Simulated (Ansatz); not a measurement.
Consider the isomerisation: `C[SiH](Cl)[SnH3]` → `[CH3][SnH2][SiH2]Cl`.

Program: Ansatz. Geometries: PBE0-D4/def2-TZVP. ΔE: electronic, gas phase. CCSD(T)/CBS is the MP2 limit (def2-TZVPP, def2-QZVPP) plus CCSD(T) − MP2 in def2-TZVPP, frozen cores. DFT in def2-TZVPP. B3LYP here is the variant with VWN-RPA as its local correlation; programs differ in this. def2 core potentials past Kr. For Sn outer-core shells are correlated without core-valence functions, which leaves a few kJ/mol of doubt a bond. Each species was taken in one conformer, which may not be the lowest.

`C[SiH](Cl)[SnH3]`:

```xyz
11

C    -0.690   -1.432    0.900
Si   -0.774    0.327    0.289
Cl   -2.366    0.499   -1.026
Sn    1.350    1.058   -0.950
H     0.123   -1.537    1.624
H    -1.627   -1.711    1.388
H    -0.509   -2.124    0.075
H    -1.061    1.250    1.418
H     2.712    0.975    0.082
H     1.638    0.033   -2.285
H     1.205    2.661   -1.516
```

`[CH3][SnH2][SiH2]Cl`:

```xyz
11

C    -0.133   -1.901    0.183
Sn    0.845   -0.138   -0.539
Si   -0.415    1.930    0.314
Cl   -2.436    1.634   -0.022
H     0.334   -2.786   -0.247
H    -0.059   -1.948    1.269
H    -1.185   -1.875   -0.103
H     0.850   -0.134   -2.249
H     2.469   -0.101    0.002
H    -0.241    2.133    1.775
H    -0.029    3.184   -0.383
```

```json
{"level": "PBE-D4", "ΔE (kJ/mol)": "25.2", "difference from CCSD(T)/CBS": "6.2"}
{"level": "r2SCAN-D4", "ΔE (kJ/mol)": "27.0", "difference from CCSD(T)/CBS": "8.0"}
{"level": "PBE0-D4", "ΔE (kJ/mol)": "26.2", "difference from CCSD(T)/CBS": "7.2"}
{"level": "ωB97X-V", "ΔE (kJ/mol)": "24.8", "difference from CCSD(T)/CBS": "5.8"}
{"level": "ωB97M-V", "ΔE (kJ/mol)": "26.2", "difference from CCSD(T)/CBS": "7.2"}
{"level": "B2PLYP", "ΔE (kJ/mol)": "21.8", "difference from CCSD(T)/CBS": "2.8"}
{"level": "r2SCAN", "ΔE (kJ/mol)": "26.9", "difference from CCSD(T)/CBS": "7.9"}
{"level": "PBE0", "ΔE (kJ/mol)": "25.3", "difference from CCSD(T)/CBS": "6.3"}
{"level": "B3LYP", "ΔE (kJ/mol)": "22.4", "difference from CCSD(T)/CBS": "3.4"}
{"level": "MP2/def2-TZVPP", "ΔE (kJ/mol)": "19.7", "difference from CCSD(T)/CBS": "0.7"}
{"level": "CCSD/def2-TZVPP", "ΔE (kJ/mol)": "21.3", "difference from CCSD(T)/CBS": "2.3"}
{"level": "CCSD(T)/def2-TZVPP", "ΔE (kJ/mol)": "20.9", "difference from CCSD(T)/CBS": "1.9"}
{"level": "HF/def2-QZVPP", "ΔE (kJ/mol)": "22.8", "difference from CCSD(T)/CBS": "3.8"}
{"level": "SCS-MP2/def2-QZVPP", "ΔE (kJ/mol)": "17.8", "difference from CCSD(T)/CBS": "-1.2"}
{"level": "HF/CBS(def2)", "ΔE (kJ/mol)": "22.7", "difference from CCSD(T)/CBS": "3.7"}
{"level": "MP2/CBS(def2)", "ΔE (kJ/mol)": "17.7", "difference from CCSD(T)/CBS": "-1.3"}
{"level": "CCSD(T)/CBS", "ΔE (kJ/mol)": "19.0", "difference from CCSD(T)/CBS": "0"}
```

Largest T1 diagnostic among the species: 0.012.
